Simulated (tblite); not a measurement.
Q: Write Cartesian coordinates for `FC(F)([Si@H](Cl)[C@H]([SiH3])F)F` as optimised with GFN2-xTB.

A: 
```
atom  x, y, z in Å
F1    -1.6030   -1.3688   -1.3522
C2    -0.7845   -0.3292   -0.8877
Si3   -1.8851    0.7721    0.2694
Si4    0.7941   -1.1272   -0.1648
Cl5    1.9835   -1.9709   -1.5219
C6     1.7866    0.3847    0.5786
F7     1.2501    0.8296    1.7346
F8     3.0705    0.0974    0.8548
F9     1.8074    1.4507   -0.2497
H10   -0.5320    0.2450   -1.7887
H11   -1.1168    1.9728    0.5734
H12   -3.0889    1.0709   -0.5029
H13   -2.1923   -0.0335    1.4487
H14    0.5098   -1.9940    0.9715
```

Orientation and origin are arbitrary. Atoms count from 1 in this order. Si3 (SiH3 silicon) is distorted tetrahedral (angles from 105.6° to 113.4°). Of the pairs four or more bonds apart, Si3···F7 is among the closest relative to their van der Waals radii: 3.46 Å, 97 % of the sum of Bondi's values. The 3 C–Si bonds span 1.911 Å (C2–Si4, drawn single) to 1.955 Å (Si4–C6, drawn single), a spread of 0.044 Å. The C–F distances run from 1.344 Å (C6–F8, drawn single) to 1.402 Å (F1–C2, drawn single), a spread of 0.058 Å.

Bonds between heavy atoms (Å): F1–C2 1.402, C2–Si3 1.940, C2–Si4 1.911, Si4–Cl5 1.992, Si4–C6 1.955, C6–F7 1.350, C6–F8 1.344, C6–F9 1.350.

Computed geometry: GFN2-xTB, gas phase.

Point group: C1 (no symmetry element, even within 0.4 Å). Its GFN2-xTB frequencies are all real (lowest 26 cm⁻¹). One conformer, not necessarily the lowest (F1–C2–Si4–Cl5 69°).

The run took 0.71 s of wall time on an Arm Neoverse V1 with one thread, shared host with 32 logical CPUs at a one-minute load of 6.2. This is the geometry optimisation.
